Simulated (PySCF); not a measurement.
## Calculated properties of Ge(NCS)H3 (`[H][Ge]([H])([H])[N]=C=S`)

Compound: Ge(NCS)H3, CH3GeNS.
Structure used (PBE0-D3(BJ)/def2-SVP), in Å, numbered top down from 1:
```xyz
7
CH3GeNS angstrom
Ge    -0.0029   -0.0008   -1.1553
N     -0.0124    0.0164    0.6677
C      0.0013    0.0053    1.8593
S      0.0165   -0.0066    3.4387
H      1.4655   -0.0016   -1.5971
H     -0.7365    1.2636   -1.6181
H     -0.7316   -1.2763   -1.5952
```

From PBE0-D3(BJ)/def2-SVP geometry optimisation, gas phase (PySCF):

```
Point group                  : C3v
Rotational constants A, B, C : 77.624, 0.980, 0.980 GHz
```

CAM-B3LYP/def2-SVPD ground state and vertical TDDFT (core frozen in the response) (PySCF):

```
Dipole moment                                                     : 3.67 D
HOMO energy                                                       : -8.49 eV
LUMO energy                                                       : 0.50 eV
HOMO–LUMO gap                                                     : 8.99 eV
Lowest singlet excitation                                         : 5.04 eV (246 nm, f = 0.000)
Strongest line among the 15 lowest singlet transitions            : S8 at 7.11 eV (174 nm, f = 1.171)
Lowest triplet excitation (Tamm–Dancoff)                          : 4.49 eV
Static isotropic polarisability                                   : 75.1 au
Electronic spatial extent ⟨r²⟩ about the centre of nuclear charge : 1016 bohr²
```

**B3LYP/pcSseg-1 (pcSseg-2 on Ge) ground state and GIAO shieldings, non-relativistic (PySCF)**

```
13C chemical shifts (computed TMS as zero) by class         : 151.3 (C3) ppm
1H chemical shifts (computed TMS as zero) by class          : 5.02 (H5/H6/H7) ppm
Isotropic shieldings of nuclei other than C and H, by class : 159 (N2), 715 (S4), 1482 (Ge1) ppm
```

Monoisotopic mass (most abundant isotopes): 134.9198 u.

No computed singlet falls in the visible range (750 to 380 nm, 1.65 to 3.26 eV); S1 lies 1.78 eV above its blue end. The principal polarisabilities are 54.9, 54.9 and 115.5 au; their mean is the isotropic value. The polarisability is 11.13 Å³ as a volume (1 au = 0.148185 Å³), or 1.17 au for each of the 64 electrons. The dipole equals about 12.2 × 10⁻³⁰ C·m (1 D = 3.33564 × 10⁻³⁰ C·m). With B = h/(8π²I), that is 505.379 GHz u Å² over I, the principal moments of inertia are 6.5, 515.9 and 515.9 u Å² (most abundant isotopes); the inertial defect Ic − Ia − Ib is -6.5 u Å² (zero for a rigid planar frame, negative otherwise). Point group C3v permits a dipole; with 3.67 D the species has a pure rotational spectrum.

The calculation is non-relativistic and has no spin–orbit coupling, an omission that weighs most on germanium. Atoms bound to Ge lack the heavy atom's spin–orbit term in their shielding, so their NMR values are less reliable.
